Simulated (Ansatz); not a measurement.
Mulliken charges of BBrH₃N, SMILES `NBBr` from PBE/def2-TZVPP in Ansatz (PBE0-D4/def2-TZVP geometry).

| atom | x (Å) | y (Å) | z (Å) | charge (e) |
| --- | --- | --- | --- | --- |
| N1 | -0.228 | -0.211 | -0.725 | -0.222 |
| B2 | 0.246 | -0.042 | 0.560 | 0.007 |
| Br3 | 0.108 | 1.687 | 1.408 | -0.159 |
| H4 | -0.175 | -1.095 | -1.202 | 0.184 |
| H5 | -0.653 | 0.529 | -1.259 | 0.176 |
| H6 | 0.744 | -0.933 | 1.171 | 0.013 |

Problem. By hand: the dipole of these point charges (1 e Å = 4.8032 D).

Solution. Σ q r = (-0.102, -0.342, -0.487) e Å, of length 0.604 e Å = 2.90 D.

Problem. How does the dipole of the full density compare? (Estimate.)

Solution. The calculation gave: (-0.123, -0.281, -0.496) e Å, 2.80 D; the point charges give 1.04 times that, at 6° from its direction.

Point charges leave out the atoms' own dipoles, such as those of lone pairs, and Mulliken's split depends on the basis, so the close match here is no proof of good charges.
